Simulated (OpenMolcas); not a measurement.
**CH3BTe (SMILES B1C[Te]1): methods side by side**

The species is CH3BTe (6 atoms), meant as a singlet with charge 0. As SMILES, `B1C[Te]1`. Geometry: a GFN2-xTB relaxation, a rough one for these elements and not checked as a minimum.

Each level gives the dipole moment (D). The values are calculated.

| level | kind | program | value (D) |
| --- | --- | --- | --- |
| HF/def2-SVP (core potential) | Hartree–Fock | OpenMolcas | 1.45 |
| SVWN5/def2-SVP (core potential) | LDA | OpenMolcas | 0.78 |
| M06-L/def2-SVP (core potential) | meta-GGA | OpenMolcas | 0.64 |
| TPSS/def2-SVP (core potential) | meta-GGA | OpenMolcas | 0.80 |
| B3LYP/def2-SVP (core potential) | global hybrid | OpenMolcas | 0.82 |
| BHLYP/def2-SVP (core potential) | global hybrid | OpenMolcas | 1.00 |
| M06-2X/def2-SVP (core potential) | hybrid meta-GGA | OpenMolcas | 0.99 |
| PBE0/def2-SVP (core potential) | global hybrid | OpenMolcas | 0.84 |

The values span 0.64 to 1.45 D. Magnitudes only: a small dipole may point the other way at some levels.
